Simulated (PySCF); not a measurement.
Ta(NH)(Cl)2(Me) (CH4Cl2NTa), SMILES [NH]=[Ta]([Cl])([CH3])[Cl], multiplicity 1. Atoms are numbered in the order given.

```xyz
9

Ta     0.0775    -0.1301     0.0000
N      1.6227    -0.9529     0.0000
H      2.5428    -1.3777     0.0000
Cl    -0.2124     1.0098     1.9947
Cl    -0.2124     1.0098    -1.9947
C     -1.2883    -1.7672     0.0000
H     -1.1396    -2.4012     0.8901
H     -2.3252    -1.3852     0.0000
H     -1.1396    -2.4012    -0.8901
```
Charge 0, spin multiplicity 1.

Geometry optimised at PBE0-D3(BJ)/def2-SVP. The multiplicity is an assumed one; no other spin state was optimised. The structure was generated by enumeration; whether it is a known compound was not checked. The def2 effective core potentials stand for the cores of Ta; spin–orbit coupling is left out.

Method: TDA-PBE/def2-SVPD (PySCF 2.14.0).

Vertical excitations. Gas-phase values at a fixed geometry. State labels are in the subgroup Cs.

| state | symmetry | energy (eV) | λ (nm) | f | main pairs |
|---|---|---|---|---|---|
| S1 | A' | 4.12 | 301 | 0.005 | HOMO→LUMO 98 % |
| S2 | A" | 4.23 | 293 | 0.000 | HOMO−1→LUMO 96 % |
| S3 | A" | 4.60 | 269 | 0.002 | HOMO→LUMO+1 94 % |
| S4 | A" | 4.84 | 256 | 0.001 | HOMO−2→LUMO 94 % |
| S5 | A' | 4.93 | 252 | 0.010 | HOMO−1→LUMO+1 90 % |
| S6 | A' | 5.28 | 235 | 0.005 | HOMO−3→LUMO 85 % |
| S7 | A' | 5.39 | 230 | 0.026 | HOMO−2→LUMO+1 84 % |
| S8 | A" | 5.49 | 226 | 0.003 | HOMO−4→LUMO 90 % |
| S9 | A" | 5.73 | 216 | 0.000 | HOMO−6→LUMO 80 %, HOMO−3→LUMO+1 19 % |
| S10 | A" | 5.78 | 214 | 0.003 | HOMO→LUMO+2 90 % |
| T1 | A' | 3.83 | 324 | 0 | HOMO→LUMO 98 % |
| T2 | A" | 3.96 | 313 | 0 | HOMO−1→LUMO 98 % |
| T3 | A' | 4.31 | 288 | 0 | HOMO−1→LUMO+1 94 % |
| T4 | A" | 4.35 | 285 | 0 | HOMO→LUMO+1 68 %, HOMO−2→LUMO 30 % |
Triplets are in the Tamm–Dancoff approximation.
